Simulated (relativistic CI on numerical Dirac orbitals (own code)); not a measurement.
Fe²⁺ in a cubic cluster: 3p photoemission with charge transfer

Computed with a charge-transfer multiplet model of a cubic metal-ligand cluster with up to 2 ligand holes, Slater and spin-orbit integrals from Dirac-Coulomb-Breit ions, Slater integrals scaled by 0.8. The ground state mixes d6 with configurations of k ligand holes L, whose averages lie at kΔ + k(k − 1)U_dd/2; a core hole lowers each added d electron by U_cd. 300 K, Lorentzian 0.9 eV and Gaussian 0.8 eV FWHM.

Atomic integrals in eV (Slater integrals scaled, ζ unscaled), ground: F2dd 8.723, F4dd 5.416, zeta_d 0.049; with the core hole: F2dd 9.641, F4dd 6.028, zeta_d 0.055, zeta_core 1.015, F2cd 10.399, G1cd 12.877, G3cd 7.843.

Cluster parameters (eV): U_dd = 6.3, U_cd = 7.1, 10Dq = 0.9, 10Dq(ligand) = 1.5, V(eg) = 2.1, V(t2g) = -1.07, final-state hopping factor = 0.9.

Weights, n_d and S are thermal averages at 300 K. Binding energies count from the first peak over 30 % of the highest in each spectrum, which can be another peak from case to case. The parameters are a model scan and need not match a compound or its usual spin state. Peaks in eV (height, largest 100): 0.0 (100), 6.6 (39), 11.5 (13), 18.3 (29), 22.0 (18), 23.6 (18).

Task: Which parameters give this spectrum?
A. Δ = 2 eV
B. Δ = 4 eV
C. Δ = 6 eV

Result: C. Δ = 6 eV; the ground state then has 6.15 d electrons and S = 2.00. The choice follows from running the model for each set and comparing peak positions and heights.
